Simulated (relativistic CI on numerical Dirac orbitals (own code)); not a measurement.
## Fe²⁺ in a cubic cluster: L2,3 absorption with charge transfer

Computed with a charge-transfer multiplet model of a cubic metal-ligand cluster with up to 3 ligand holes, Slater and spin-orbit integrals from Dirac-Coulomb-Breit ions, Slater integrals scaled by 0.7. The ground state mixes d6 with configurations of k ligand holes L, whose averages lie at kΔ + k(k − 1)U_dd/2; a core hole lowers each added d electron by U_cd. 300 K, Lorentzian 0.4 eV and Gaussian 0.3 eV FWHM.

Atomic integrals in eV (Slater integrals scaled, ζ unscaled), ground: F2dd 7.632, F4dd 4.739, zeta_d 0.049; with the core hole: F2dd 8.202, F4dd 5.098, zeta_d 0.067, zeta_core 8.135, F2cd 4.777, G1cd 3.552, G3cd 2.018.

Cluster parameters (eV): U_dd = 5.8, U_cd = 6.7, 10Dq = 0.35, 10Dq(ligand) = 1.5, V(eg) = 2.2, V(t2g) = -1.04, final-state hopping factor = 1.

| Case | n_d | d6 | d7L | d8L2 | d9L3 | S |
| --- | --- | --- | --- | --- | --- | --- |
| Δ = 3.4 eV | 6.31 | 0.71 | 0.28 | 0.02 | 0.00 | 2.00 |
| Δ = 4.4 eV | 6.25 | 0.76 | 0.22 | 0.01 | 0.00 | 2.00 |
| Δ = 5.4 eV | 6.20 | 0.81 | 0.18 | 0.01 | 0.00 | 2.00 |
| Δ = 6.4 eV | 6.16 | 0.84 | 0.15 | 0.01 | 0.00 | 2.00 |
| Δ = 8.4 eV | 6.11 | 0.89 | 0.11 | 0.00 | 0.00 | 2.00 |

Weights, n_d and S are thermal averages at 300 K. Photon energies count from the first peak over 30 % of the highest in each spectrum, which can be another peak from case to case. The parameters are a model scan and need not match a compound or its usual spin state. Peaks in eV (height, largest 100):
- Δ = 3.4 eV: 0.0 (34), 1.1 (100), 3.1 (18), 12.6 (15), 13.7 (32), 15.7 (8)
- Δ = 4.4 eV: 0.0 (35), 0.9 (100), 3.1 (20), 12.6 (15), 13.5 (35), 15.7 (9)
- Δ = 5.4 eV: 0.0 (100), 2.1 (21), 11.6 (15), 12.6 (36), 14.8 (9)
- Δ = 6.4 eV: 0.0 (100), 2.2 (23), 11.7 (14), 12.6 (36), 15.0 (9)
- Δ = 8.4 eV: 0.0 (100), 0.8 (72), 2.2 (24), 12.6 (37), 15.0 (9)

Curve for Δ = 8.4 eV (points under 2 left out, the grid thinned):

| E (eV) | Intensity |
| --- | --- |
| -2.9 | 2.1 |
| -2.6 | 2.8 |
| -2.3 | 4.6 |
| -2.0 | 9.4 |
| -1.7 | 16.6 |
| -1.4 | 22.4 |
| -1.1 | 31.0 |
| -0.8 | 42.4 |
| -0.5 | 60.5 |
| -0.2 | 88.6 |
| 0.1 | 94.6 |
| 0.3 | 76.3 |
| 0.6 | 70.9 |
| 0.9 | 70.5 |
| 1.2 | 48.5 |
| 1.5 | 26.7 |
| 1.8 | 19.4 |
| 2.1 | 23.3 |
| 2.4 | 22.5 |
| 2.7 | 14.7 |
| 3.0 | 10.6 |
| 3.3 | 9.6 |
| 3.6 | 8.2 |
| 3.9 | 5.6 |
| 4.2 | 3.6 |
| 4.5 | 2.4 |
| 10.6 | 2.3 |
| 10.9 | 3.5 |
| 11.2 | 7.4 |
| 11.5 | 12.7 |
| 11.8 | 14.5 |
| 12.1 | 18.4 |
| 12.4 | 32.0 |
| 12.7 | 34.9 |
| 12.9 | 29.3 |
| 13.2 | 22.1 |
| 13.5 | 17.2 |
| 13.8 | 12.7 |
| 14.1 | 9.6 |
| 14.4 | 6.8 |
| 14.7 | 7.5 |
| 15.0 | 9.2 |
| 15.3 | 6.5 |
| 15.6 | 3.7 |
| 15.9 | 2.0 |

For the case Δ = 6.4 eV, Δ = 6.4 eV is larger than U_dd = 5.8 eV, the Mott-Hubbard side of the Zaanen-Sawatzky-Allen scheme. With the core hole the configuration with one ligand hole lies at Δ + U_dd − U_cd = 2.5, 3.5, 4.5, 5.5, 7.5 eV from the one without, in the order of the table; where this is negative the screened configuration lies lower, though the effective hopping of about 3.3 eV (from the holes of the mixed ground state) mixes the two strongly wherever it is as large as the gap.
